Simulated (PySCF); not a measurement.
**Bond curve of SiSb**

Set-up: basis Si def2-SVP, Sb def2-SVP with ECP28; scalar-relativistic core potentials; PySCF 2.14. Energies in eV from Si + Sb in their ground configurations at the same level. State: ²Π (doublet), unpaired electrons π ↑.

All columns are PBE0. A positive dipole means Si(−)Sb(+).

| R (Å) | E (eV) | μ (D) | Mulliken charge on Si (basis-dependent) | HOMO (eV) | LUMO (eV) | Mayer bond order | ⟨S²⟩ |
| --- | --- | --- | --- | --- | --- | --- | --- |
| 2.052 | -1.411 | 0.72 | -0.01 | -6.26 | -4.93 | 2.28 | 0.75 |
| 2.147 | -2.142 | 0.58 | 0.02 | -6.34 | -4.73 | 2.28 | 0.75 |
| 2.243 | -2.545 | 0.41 | 0.04 | -6.38 | -4.56 | 2.28 | 0.75 |
| 2.314 | -2.688 | 0.28 | 0.06 | -6.23 | -4.44 | 2.28 | 0.75 |
| 2.386 | -2.728 | 0.15 | 0.07 | -6.10 | -4.33 | 2.27 | 0.76 |
| 2.458 | -2.691 | 0.02 | 0.08 | -5.98 | -4.22 | 2.26 | 0.77 |
| 2.553 | -2.556 | -0.14 | 0.08 | -5.85 | -4.10 | 2.18 | 0.84 |
| 2.672 | -2.318 | -0.24 | 0.08 | -5.78 | -3.97 | 1.93 | 1.07 |
| 2.816 | -2.002 | -0.37 | 0.07 | -5.74 | -3.84 | 1.64 | 1.31 |
| 3.006 | -1.585 | -0.57 | 0.07 | -5.74 | -3.72 | 1.35 | 1.53 |

A fit through these points gives, at Re = 2.384 Å, μ = 0.15 D and dμ/dR = -1.88 D/Å; the reduced mass is 22.72 u.

Task: How strong is the fundamental in the double-harmonic approximation, I = 42.26·(dμ/dR)²/μred km/mol?

Result: I = 42.26·(-1.88)²/22.72 = 6.57 km/mol at PBE0.

⟨S²⟩ of the unrestricted solution departs from its pure value on part of the curve, where spin states mix. Spin–orbit coupling is left out, which matters for elements this heavy, above all for dissociation energies. The state was picked by a PBE0 search and need not be the measured ground state.
